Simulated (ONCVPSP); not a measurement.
## La: one change to an ONCV potential, before and after

```
Element                 : lanthanum
Generator               : ONCVPSP 4.0.1
Type                    : optimised norm-conserving Vanderbilt (ONCV)
Functional              : PW91
Relativity              : fully relativistic
Frozen core             : [Kr] 4d10
Valence charge          : 11
Reference configuration : 5s2 5p6 5d1.5 6s1.5
Partial waves           : 5s+6s: rc 2.30 bohr, ncon 4, nbas 7, qcut 4.6 1/bohr, 3 projectors, debl 3.2 Ha; 5p: rc 1.70 bohr, ncon 4, nbas 8, qcut 5.1 1/bohr, 3 projectors, debl 1.1 Ha; 5d: rc 2.50 bohr, ncon 4, nbas 7, qcut 3.4 1/bohr, 2 projectors, debl 2.5 Ha; f scattering state at 0.2 Ha: rc 2.45 bohr, ncon 4, nbas 9, qcut 4.1 1/bohr, 2 projectors, debl 1.7 Ha
Local potential         : polynomial inside 1.45 bohr (lpopt 3, dvloc0 0 Ha)
Core correction         : Teter function fitted to the true core (icmod 2), fcfact 0.4
```

Open shells are filled in proportion to 2j + 1.

In the f channel the program set the typed energies aside and used -0.127, 1.573 Ha (j = l + 1/2; the other j can differ).

Change: p: ncon 5, nbas 9.

Cutoffs: the cutoffs (Ha) at which the residual kinetic energy of the hardest occupied pseudo-wave falls to 1 and 0.1 mHa per electron; they do not see the model core or the augmentation charge, which bear on the density cutoff. Errors are all-electron minus pseudo energies relative to the spin-unpolarised reference configuration.

Q: Predict the effect on cutoff, ghosts and configuration errors.

A: The potential gets harder (15 Ha and 60 Ha → 17 Ha and 67 Ha); both files keep a bound ghost (p); the errors of the 4 common tests hardly move.

```tsv
quantity	base	changed
cutoff, loose	15 Ha	17 Ha
cutoff, tight	60 Ha	67 Ha
loose cutoff by channel	s 8.6 Ha, p 15 Ha, d 5.7 Ha	s 8.6 Ha, p 17 Ha, d 5.7 Ha
bound ghosts	p3/2, p1/2	p3/2, p1/2
GHOST(+) flags under 300 eV	s at 150.7 eV, p1/2 at 192.2 eV	s at 150.7 eV
error for 5s2 5p6 5d1 6s2, meV [ΔE -0.35 eV]	-1.0	-1.0
error for 5s2 5p6 5d1 6s1, meV [ΔE 5.66 eV]	+0.1	+0.1
error for 5s2 5p6 5d1 6s0, meV [ΔE 16.57 eV]	-0.5	-0.6
error for 5s2 5p6 5d0 6s0, meV [ΔE 35.58 eV]	+4.6	+4.6
s: phases at 2.33 bohr within 0.05 rad from the reference energy up to (Ha; the scan ends near 5)	to the end of the scan	to the end of the scan
p3/2: phases at 1.73 bohr within 0.05 rad from the reference energy up to (Ha; the scan ends near 5)	to the end of the scan	to the end of the scan
p1/2: phases at 1.73 bohr within 0.05 rad from the reference energy up to (Ha; the scan ends near 5)	4.9	to the end of the scan
d5/2: phases at 2.54 bohr within 0.05 rad from the reference energy up to (Ha; the scan ends near 5)	to the end of the scan	to the end of the scan
d3/2: phases at 2.54 bohr within 0.05 rad from the reference energy up to (Ha; the scan ends near 5)	to the end of the scan	to the end of the scan
f7/2: phases at 2.49 bohr within 0.05 rad from the reference energy up to (Ha; the scan ends near 5)	3.5	3.5
f5/2: phases at 2.49 bohr within 0.05 rad from the reference energy up to (Ha; the scan ends near 5)	3.5	3.5
rms error of d²Exc/dni dnj with the model core, mHa	3.02	3.03
```

Base: The cutoffs count occupied waves only; projector 2 of the f channel, the hardest unoccupied one, needs 73 Ha at the loose tolerance. Changed file: The cutoffs count occupied waves only; projector 2 of the f channel, the hardest unoccupied one, needs 73 Ha at the loose tolerance. A true bound ghost makes a file unfit for plane-wave use even where its test errors are small: the radial tests pick states by their node count and pass the ghost by.
